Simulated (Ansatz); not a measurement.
Consider the cleavage of the Si–Si bond: `F[SiH](Cl)[SiH2][SiH3]` + H₂S → `[SiH3][SiH2]S` + `F[SiH2]Cl`.

Calculated with Ansatz (gas phase, PBE0-D4/def2-TZVP geometries, no zero-point term in ΔE). CCSD(T)/CBS is the MP2 limit (def2-TZVPP, def2-QZVPP) plus CCSD(T) − MP2 in def2-TZVPP, frozen cores. This one scheme is used for every species. DFT in def2-TZVPP. B3LYP here is the variant with VWN-RPA as its local correlation; programs differ in this. Each species was taken in one conformer, which may not be the lowest.

```
             level  ΔE (kJ/mol)  difference from CCSD(T)/CBS
            PBE-D4        -40.1                         13.6
         r2SCAN-D4        -49.7                          4.0
           PBE0-D4        -45.1                          8.6
           ωB97X-V        -51.1                          2.6
            B2PLYP        -56.1                         -2.4
               PBE        -42.7                         11.0
            r2SCAN        -50.7                          3.0
              PBE0        -47.7                          6.0
             B3LYP        -52.8                          0.9
SCS-MP2/def2-TZVPP        -61.5                         -7.8
   CCSD/def2-TZVPP        -53.6                          0.1
CCSD(T)/def2-TZVPP        -52.2                          1.5
    MP2/def2-QZVPP        -62.3                         -8.6
      HF/CBS(def2)        -66.7                        -13.0
     MP2/CBS(def2)        -62.8                         -9.1
    CCSD/CBS(def2)        -55.0                         -1.3
       CCSD(T)/CBS        -53.7                            0
```

Largest T1 diagnostic among the species: 0.012.

From PBE to PBE0 (25 % exact exchange), in def2-TZVPP and without D4, ΔE moves by −5.1 kJ/mol. In def2-TZVPP, CCSD(T) changes the Hartree–Fock value by +14.0 kJ/mol (the triples alone add +1.4 kJ/mol) and MP2 by +4.9 kJ/mol. The D4 term adds +4.0 kJ/mol with B3LYP and +2.6 kJ/mol with PBE0; it sums over pairs of atoms, weighted by their polarisabilities, and B3LYP, whose exchange is more repulsive, gets the larger term.
